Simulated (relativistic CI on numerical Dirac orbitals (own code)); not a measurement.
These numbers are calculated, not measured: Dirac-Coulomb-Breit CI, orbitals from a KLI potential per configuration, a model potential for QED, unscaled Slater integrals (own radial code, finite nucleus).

The strongest absorption lines from the ground level of an ion, among the configurations computed and to levels below about 12500 eV (vacuum wavelength in Å, gf): 1.1873 (0.66), 1.3934 (1.6), 1.3949 (1.2), 1.3961 (0.85), 1.4062 (0.96), 1.5534 (1.8), 1.5595 (2.2), 1.5598 (2.6).

Q: Which ion is it?
A. Tm60+
B. Au70+
C. Tm58+
D. Gd55+

A: A. Tm60+ has 9 electrons and the ground level 2s2.2p5 2P°_3/2; the strongest line goes to 2s2.2p4.3d 2D_5/2. The pattern of lines fixes the number of electrons, and along that sequence the line energies rise steadily with the charge (about as its square where n changes within one kind of shell, about linearly where n is kept but much faster in heavy ions where fine structure, which grows about as Z⁴, sets the gap, and irregularly where shells cross), which fixes Z. Configurations outside the model, such as inner-shell arrays, can give stronger lines. At this charge energies of transitions that change n are usually good to better than 1 %, and those within a shell (Δn = 0) to a few per cent.

LS names give the leading component of a level, which can be under half, so a name can repeat, a term be missing and a line seem to break the LS rules.
